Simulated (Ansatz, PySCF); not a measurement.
Spin states of FeO2 (SMILES [O]=[Fe]=[O]), each relaxed with B3LYP-D3(BJ)/def2-TZVP.
State 1 (charge 0, multiplicity 5):
```tsv
atom	x (Å)	y (Å)	z (Å)
Fe	0.3219	-0.2412	0.3282
O	0.8732	0.3124	-1.0711
O	-1.2282	-0.0239	0.6726
```
State 2 (charge 0, multiplicity 3):
```csv
atom,x (Å),y (Å),z (Å)
Fe,0.2000,-0.1483,0.2020
O,1.0262,0.2765,-1.0760
O,-1.2594,-0.0809,0.8038
```

Singlets are restricted, other states unrestricted; no spin–orbit coupling, no relativity up to Kr; see below for the cores. The largest T1 diagnostic is 0.114.

Run with Ansatz (Gaussian basis) for Hartree–Fock, density functionals and correlated methods; PySCF for the dispersion terms. Values without a source in brackets are computed.

PBE/def2-TZVPP gives -1.57 kcal/mol for the energy of the multiplicity-3 state less that of the multiplicity-5 state.

Where do these levels fall relative to PBE: PBE-D3(BJ)/def2-TZVPP, r2SCAN/def2-TZVPP, PBE0/def2-TZVPP, wB97M-V/def2-TZVPP.

PBE-D3(BJ)/def2-TZVPP 0.02; r2SCAN/def2-TZVPP 4.19; PBE0/def2-TZVPP 6.49; wB97M-V/def2-TZVPP 4.39 kcal/mol. 4 of 4 lie above PBE; the widest gap is to PBE0/def2-TZVPP.

Doubts at one or more of the structures used: a spin-contaminated determinant (PBE0/def2-TZVPP, wB97M-V/def2-TZVPP).

Ansatz is a first-principles code.
